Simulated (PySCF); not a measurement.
## How methods differ on the ionisation energy of Te

Te [Kr] 4d10 5s2 5p4 (3P) → Te⁺ [Kr] 4d10 5s2 5p3 (4S), as a difference of total energies. Computed with PySCF 2.14 in def2-SVP with the def2 core potential (28 electrons) (4s4p2d, 26 functions), with a scalar-relativistic core potential. Correlated levels: valence: 4s2 4p6 4d10 frozen. The calculations carry no spin-orbit coupling.

| method | ionisation energy (eV) |
| --- | --- |
| UHF | 7.691 |
| LDA | 8.948 |
| PBE | 8.665 |
| MP2 (valence) | 8.062 |
| SCS-MP2 (valence) | 8.075 |
| CCSD (valence) | 8.092 |
| CCSD(T) (valence) | 8.098 |

Errors of the correlated levels include the incompleteness of this basis and the frozen core.

Problem. Which method comes closest to the reference value, and which is furthest?

Solution. The reference is 8.749 eV (measured; NIST levels, between the centres of gravity of the two terms). Closest: PBE (error -0.084 eV); furthest: UHF (error -1.058 eV).
